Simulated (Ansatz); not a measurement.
Pulling on the Te1–H2 bond in FHTe (SMILES F[TeH]) (multiplicity 1 held, fragments rigid). Energies count from the point at 1.668 Å.
Geometry at that point (charge 0, multiplicity 1):
```xyz
3

Te     0.185    -0.061     0.201
H      1.312    -0.309    -1.004
F     -1.216     0.384    -1.047
```

Active spaces are followed from a long bond inwards. Levels need not reach the same state.

Correlated levels freeze the cores. Filled d and f shells under p-block atoms count as core.

Programs: Ansatz (an electronic-structure program).  In def2 rows elements past Kr take small-core potentials, without spin–orbit coupling.

### Question
Estimate the energy at R = 5.337 Å that FIC-MRCISD+Q on CASSCF(2,2)/def2-SVP returns for this input.

### Answer
65.8 kcal/mol

### Question
What is the computed energy at R = 5.337 Å (SC-NEVPT2 on CASSCF(2,2)/def2-SVP)?

### Answer
63.1 kcal/mol
